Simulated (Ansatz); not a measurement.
Consider the redistribution: `[F][GeH2][F]` + `[F][Hf]([F])([F])[Br]` → `[F][GeH2][Br]` + `[F][Hf]([F])([F])[F]`.

Isolated molecules relaxed with PBE0-D4/def2-TZVP in Ansatz; ΔE leaves out vibrations. CCSD(T)/CBS is the MP2 limit (def2-TZVPP, def2-QZVPP) plus CCSD(T) − MP2 in def2-TZVPP, frozen cores. DFT in def2-TZVPP. B3LYP here is the variant with VWN-RPA as its local correlation; programs differ in this. def2 core potentials past Kr. For Br, Ge, Hf outer-core shells are correlated without core-valence functions, which leaves a few kJ/mol of doubt a bond. Scalar relativity is left out up to krypton.

CCSD(T)/CBS gives -0.32 eV.

(1) Another level gave -0.38 eV. Which?
A. HF/def2-TZVPP
B. MP2/def2-TZVPP
C. r2SCAN0-D4/def2-TZVPP
D. B3LYP-D4/def2-TZVPP

Largest T1 diagnostic among the species: 0.016.

Answers

(1) D. B3LYP-D4 -0.38, MP2/def2-TZVPP -0.28, r2SCAN0-D4 -0.33, HF/def2-TZVPP -0.23 eV.

From PBE to PBE0 (25 % exact exchange), in def2-TZVPP and without D4, ΔE moves by +0.04 eV. At CCSD(T), def2-SVP lies −0.05 eV from the extrapolated value and def2-TZVPP +0.03 eV.
